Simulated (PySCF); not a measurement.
## Simulated characterisation data

All values are calculated (PySCF 2.14): coordinates at the GFN2-xTB level, shieldings: GIAO PBE0/pcSseg-1. Gas phase, rapidly exchanging positions averaged, no relativistic terms, single conformer.

δ = σ(ref) − σ, references computed at the same level: 1H (σ = 31.72 ppm), 13C (σ = 186.93 ppm) vs TMS. Splittings of carbon signals by F and P are missing where no couplings were computed. Where no couplings were computed, multiplicities follow the n + 1 count of equivalent neighbours, and m marks all less simple cases (inequivalent or close neighbours, rings, F or P nearby). Shifts are as computed. Against solution values, carbons near 30 ppm lie about +3 ppm off and those near 130 ppm about +5 ppm; carbons on Cl a further +6 ppm. Of 1211 compounds with measured shifts, 218 miss one by over three times the rms of a fit or turn the order of signals round; such compounds aren't used in these exercises. Carbons bonded to Cl come out too deshielded. OH and NH positions are gas-phase values without hydrogen bonding to other molecules.

**1.** `FCOC1=C(F)C=C[SiH2]1`, C5H6F2OSi. 1H NMR (400 MHz, computed): δ 7.02 (m, 1H), 6.18 (m, 2H), 5.53 (m, 1H), 4.70 (m, 2H). 13C{1H} NMR (computed): δ 155.4, 154.7, 142.6, 117.6, 108.0.

**2.** `Oc1cccc(Cl)n1`, C5H4ClNO. 1H NMR (400 MHz, computed): δ 7.84 (m, 1H), 6.97 (d, 1H), 6.70 (d, 1H), 5.72 (br s, 1H). 13C{1H} NMR (computed): δ 168.5 (C), 160.9 (C), 147.3 (CH), 121.2 (CH), 109.4 (CH).
